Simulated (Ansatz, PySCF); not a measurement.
Gas-phase reaction (SMILES): [OH][Al]([OH])[Cl] + N (NH3) -> [NH2][Al]([OH])[OH] + Cl (HCl); ammonia cleaves one Al-Cl bond, a model of a ligand-exchange step.

Each molecule is optimised on its own at B3LYP-D3(BJ)/def2-TZVP (Ansatz, a first-principles code), one conformer each, not searched for the lowest. Correlated levels leave the core frozen unless marked. Spin-orbit coupling is left out. Non-relativistic. CBS marks a two-point X^-3 extrapolation of the correlation energy; Hartree-Fock from the larger set. Thermal terms are rigid-rotor harmonic-oscillator values from B3LYP-D3(BJ) frequencies (Ansatz or PySCF) at 298.15 K and 1 atm. 1 Eh = 627.5095 kcal/mol.

```tsv
species	E, CCSD(T)/CBS(aug-cc-pV(T+d)Z,aug-cc-pV(Q+d)Z) (Ansatz) (Eh)	E, PBE-D3(BJ)/def2-TZVPD (Ansatz + dftd3) (Eh)	H - E (Eh)
[OH][Al]([OH])[Cl]	-853.53166	-854.08477	0.03568
N (NH3)	-56.50411	-56.51114	0.03799
[NH2][Al]([OH])[OH]	-449.62818	-449.93850	0.06012
Cl (HCl)	-460.37804	-460.62865	0.01000
```

Work out ΔE and ΔH at 298.15 K at the first level, then ΔH at the second.


1. ΔE = [(-449.62818) + (-460.37804)] - [(-853.53166) + (-56.50411)] = 0.02955 Eh = 18.5 kcal/mol at CCSD(T)/CBS(aug-cc-pV(T+d)Z,aug-cc-pV(Q+d)Z).
2. The terms H - E add up to -0.00355 Eh, so ΔH = (0.02955 + (-0.00355))×627.5095 = 16.3 kcal/mol.
3. At PBE-D3(BJ)/def2-TZVPD the same steps give ΔE = 18.0 and ΔH = 15.8 kcal/mol, a shift of -0.5 from the first level.
4. These values are not checked against measurement here, since the tables used lack a sound gas-phase enthalpy of formation for at least one species.
